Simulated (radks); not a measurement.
B2+, 3 electrons, occupied as [He] 3s1 (not the ground configuration).

Method: scalar-relativistic Kohn-Sham, r2SCAN, spin-unpolarised, spherical densities, finite nucleus; meta-GGA in the generalised Kohn-Sham scheme; Fermi nuclear charge, rms radius 2.406 fm; without spin polarisation the odd electron is poorly described; computed with a radial shooting solver on a logarithmic mesh with Libxc functionals.

Energy parts (eV):
total: -615.079
kinetic: 614.147
electron-nucleus: -1324.940
Hartree: 179.072
exchange-correlation: -83.359

Orbitals (lengths in bohr, moments of r in powers of bohr):
orbital  occ.  eigenvalue (eV)   <1/r>    <r^4>   <r^2>
1s          2        -225.4024   4.687  0.05380  0.1434
3s          1         -13.2349  0.3651    455.6   17.80

The highest occupied level is 3s at -13.235 eV. The electron density at the nucleus is 71.16 e/bohr^3 (large components only). The density falls to 0.001 e/bohr^3 at r = 4.61 bohr.
